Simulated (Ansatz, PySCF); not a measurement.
Process, species as SMILES: [BH3-][NH3+] [azaniumylboranuide] → [BH3-]N + H+
Structures are relaxed separately at B3LYP-D3(BJ)/def2-TZVP in Ansatz (a program for electronic structure).
Geometry of the first species:
SMILES: [BH3-][NH3+]
```xyz
8

B     -0.9205     0.1288    -0.0265
N      0.7210    -0.1009     0.0208
H     -1.3171    -0.6321    -0.8771
H     -1.0639     1.2934    -0.3145
H     -1.3056    -0.1454     1.0853
H      0.9465    -1.0627     0.2580
H      1.1524     0.5023     0.7152
H      1.1430     0.1067    -0.8798
```

Property: gas-phase deprotonation energy (0 K, with B3LYP-D3(BJ) harmonic zero-point energies from PySCF), in kJ/mol. Correlated levels leave the core frozen unless marked. Spin-orbit coupling is left out. Non-relativistic. Anions need diffuse functions: aug- sets have them; def2-D sets add few; the other sets have none. CBS(X,Y): correlation extrapolated as X^-3; Hartree-Fock from the larger set. [CCSD(T)-MP2]/basis is that difference in the basis named.

```
level           program  gas-phase deprotonation energy (kJ/mol)
--------------  -------  ---------------------------------------
HF/aug-cc-pVDZ   Ansatz                                   1503.1
HF/aug-cc-pVTZ   Ansatz                                   1509.4
HF/cc-pwCVTZ     Ansatz                                   1519.2
HF/def2-TZVPPD   Ansatz                                   1510.2
```

Question: Estimate the value at RI-MP2/CBS(aug-cc-pVTZ,aug-cc-pVQZ)+[CCSD(T)-MP2]/aug-cc-pVTZ as computed with Ansatz.

Answer: 1485.1 kJ/mol
